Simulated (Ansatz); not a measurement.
Ideal-gas functions of ClF3OW (`[O]=[W]([F])([F])([F])[Cl]`) at 500 K and 1 bar, from an Ansatz frequency run at PBE0-D4/def2-TZVP.

Molar mass 292.29 g/mol, point group Cs (symmetry number 1), electronic degeneracy 1, moments of inertia 188.887, 291.414, 349.517 u Å². Harmonic wavenumbers (cm⁻¹, unscaled): 85, 193, 211, 235, 279, 307, 324, 407, 657, 698, 721, 1099.

Use S(trans) = R[1.5 ln M + 2.5 ln T − 1.1517]; rotational temperatures θ = 24.2544 K / I; S(rot) = R[ln(√π/σ · √(T³/θAθBθC)) + 1.5]; for each mode x = 1.438777 ν̃/T, S = R[x/(eˣ − 1) − ln(1 − e⁻ˣ)] and H = RT x/(eˣ − 1); 1 cm⁻¹ = 0.0119627 kJ/mol; R = 8.31446 J/(mol·K).

**Question.** By hand: the entropy, in J/(mol·K).

**Answer.** Translation 190.4. Rotation: θ = 0.1284, 0.0832, 0.0694 K, giving 124.7. Vibration, mode by mode: 20.04, 13.31, 12.59, 11.72, 10.36, 9.61, 9.19, 7.46, 4.16, 3.79, 3.59, 1.52, in all 107.3. Electronic 0.0. Sum 422.4 J/(mol·K).

**Question.** By hand: H − E and G − E in kJ/mol, counted from the electronic energy.

**Answer.** Zero-point energy ½ × 5216 × 0.0119627 = 31.2; thermal vibration 27.2; translation, rotation and pV give 4 RT = 16.6. H − E = 75.0 kJ/mol, and G − E = 75.0 − 500 × 422.4/1000 = -136.2 kJ/mol.

Vibration gives 25 % of the entropy, 20.0 J/(mol·K) of it from the mode under 150 cm⁻¹: soft modes count most, and the harmonic formula is weakest for them.
